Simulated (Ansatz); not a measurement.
Consider the atomization: `[OH][Ga]([OH])[F]` → F• + Ga• + 2 H• + 2 O•.

Computed with Ansatz on PBE0-D4/def2-TZVP structures; ΔE is electronic, products minus reactants. CCSD(T)/CBS adds triple-zeta CCSD(T) − MP2 to the extrapolated MP2 energy (def2 sets, frozen cores). This one scheme is used for every species, atoms too. Functionals use def2-TZVPP. B3LYP here is the variant with VWN-RPA as its local correlation; programs differ in this. HSE06 is defined as in plane-wave codes. No spin–orbit coupling; open shells (•) take unrestricted orbitals. Spin–orbit coupling would lower the free atoms: a little for F, O; clearly for Ga. For Ga outer-core shells are correlated without core-valence functions, so the limit isn't a true one: a few kJ/mol of doubt a bond, and 10 to 20 or more in all where bonds break to atoms. Scalar relativity is left out up to krypton. One conformer a species, not always the lowest.

```csv
level,ΔE (kJ/mol),difference from CCSD(T)/CBS
BLYP-D4,2121.5,-38.0
r2SCAN-D4,2140.5,-19.0
B97M-V,2116.4,-43.1
HSE06-D4,2092.7,-66.8
BHLYP-D4,1985.5,-174.0
B2PLYP,2111.3,-48.2
PBE-QIDH,2106.3,-53.2
PBE0,2082.9,-76.6
B3LYP,2080.6,-78.9
r2SCANh,2106.2,-53.3
CCSD/def2-SVP,1964.5,-195.0
MP2/def2-TZVPP,2204.3,44.8
CCSD(T)/def2-TZVPP,2100.7,-58.8
HF/def2-QZVPP,1418.8,-740.7
MP2/CBS(def2),2263.1,103.6
CCSD/CBS(def2),2114.6,-44.9
CCSD(T)/CBS,2159.5,0
```

Largest T1 diagnostic among the species: 0.014.

Leaving LDA and LC-ωPBE aside and taking each functional with its dispersion term where it has one, the values, not all of them listed here, spread over 187.5 kJ/mol, from BHLYP-D4 to PBE-D4. LDA lies +350.1 kJ/mol from PBE without D4, its usual overbinding. In def2-TZVPP, CCSD(T) changes the Hartree–Fock value by +689.0 kJ/mol (the triples alone add +45.0 kJ/mol) and MP2 by +792.6 kJ/mol; breaking electron pairs costs correlation energy, which Hartree–Fock lacks.

For atomizations the MP2-based limit and the directly extrapolated one differ by several kJ/mol either way, and by 10 to 25 for some Ge, Se and Sn compounds, so smaller differences from it don't rank the levels.
